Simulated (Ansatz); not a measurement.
`[OH][GeH2][SH]` + H₂ → `[SH][GeH3]` + H₂O  (hydrogenolysis of a Ge–O bond)

Calculated with Ansatz (gas phase, PBE0-D4/def2-TZVP geometries, no zero-point term in ΔE). CCSD(T)/CBS adds triple-zeta CCSD(T) − MP2 to the extrapolated MP2 energy (def2 sets, frozen cores). This one scheme is used for every species. Functionals use def2-TZVPP. HSE06 is defined as in plane-wave codes. For Ge outer-core shells are correlated without core-valence functions, which leaves a few kJ/mol of doubt a bond. Scalar relativity is left out up to krypton. One conformer a species, not always the lowest.

`[OH][GeH2][SH]`:

```xyz
7

O     0.320   -1.158   -1.045
Ge    0.170    0.460   -0.326
S    -0.380    0.321    1.820
H     0.881   -1.736   -0.523
H     1.514    1.205   -0.336
H    -0.921    1.131   -1.163
H    -1.583   -0.223    1.573
```

H₂:

Cartesian coordinates in Å:
```
H -0.186 -0.067 0.316
H 0.186 0.067 -0.316
```

`[SH][GeH3]`:

Cartesian coordinates in Å:
```
S -1.633 -0.545 0.005
Ge 0.377 0.406 -0.057
H -1.163 -1.772 0.279
H 1.238 -0.234 -1.156
H 1.078 0.265 1.303
H 0.104 1.880 -0.374
```

H₂O:

```xyz
3

O     0.233    0.056   -0.306
H    -0.327    0.704    0.126
H     0.094   -0.759    0.181
```

```json
{"level": "LDA (SPW92)", "ΔE (kJ/mol)": "10.9", "difference from CCSD(T)/CBS": "-1.7"}
{"level": "PBE-D4", "ΔE (kJ/mol)": "14.8", "difference from CCSD(T)/CBS": "2.2"}
{"level": "PBE0-D4", "ΔE (kJ/mol)": "9.5", "difference from CCSD(T)/CBS": "-3.1"}
{"level": "BHLYP-D4", "ΔE (kJ/mol)": "12.7", "difference from CCSD(T)/CBS": "0.1"}
{"level": "CAM-B3LYP-D4", "ΔE (kJ/mol)": "14.5", "difference from CCSD(T)/CBS": "1.9"}
{"level": "r2SCANh", "ΔE (kJ/mol)": "16.5", "difference from CCSD(T)/CBS": "3.9"}
{"level": "HSE06", "ΔE (kJ/mol)": "7.2", "difference from CCSD(T)/CBS": "-5.4"}
{"level": "CAM-B3LYP", "ΔE (kJ/mol)": "11.9", "difference from CCSD(T)/CBS": "-0.7"}
{"level": "SCS-MP2/def2-TZVPP", "ΔE (kJ/mol)": "19.9", "difference from CCSD(T)/CBS": "7.3"}
{"level": "MP2/CBS(def2)", "ΔE (kJ/mol)": "18.8", "difference from CCSD(T)/CBS": "6.2"}
{"level": "CCSD(T)/CBS", "ΔE (kJ/mol)": "12.6", "difference from CCSD(T)/CBS": "0"}
```

Largest T1 diagnostic among the species: 0.012.

From BLYP to BHLYP (50 % exact exchange), in def2-TZVPP and without D4, ΔE moves by −6.4 kJ/mol. The D4 term adds +4.7 kJ/mol with B3LYP and +2.5 kJ/mol with PBE0; it sums over pairs of atoms, weighted by their polarisabilities, and B3LYP, whose exchange is more repulsive, gets the larger term.

B3LYP here is the variant with VWN-RPA as its local correlation; programs differ in this.
